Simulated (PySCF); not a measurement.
Computed shifts of a molecule CH5FN2Si2, PBE/pcSseg-1 (PySCF), GIAO, gas phase, atoms alike by connectivity averaged where their shifts nearly agree, in ppm (number of nuclei): ¹⁹F: -173.2 (1). ²⁹Si: -12.4 (1), -29.7 (1). ¹³C: 208.8 (1). ¹⁵N: 486.0 (1), 51.8 (1). ¹H: 10.53 (1), 6.19 (1), 6.09 (1), 5.90 (1), 2.11 (1). References: ¹⁹F against CFCl3 (σ = 133.6 ppm); ²⁹Si against TMS (σ = 335.4 ppm); ¹³C against TMS (σ = 182.0 ppm); ¹⁵N against NH3 (σ = 267.0 ppm); ¹H against TMS (σ = 31.49 ppm), references at their B3LYP-D3(BJ)/def2-TZVP geometries, non-relativistic. Coordinates come from a PBE-D3(BJ)/def2-SVP optimisation. Other conformers were not sampled.

Identify the compound among the candidates.
A. F[Si@@H]1C=N[SiH2]N1
B. N[Si@@]1(F)N=C[SiH2]1
C. F[Si@H]1N=C[SiH2]N1
D. N[Si@H]1N=C[Si@H]1F

A, F[Si@@H]1C=N[SiH2]N1
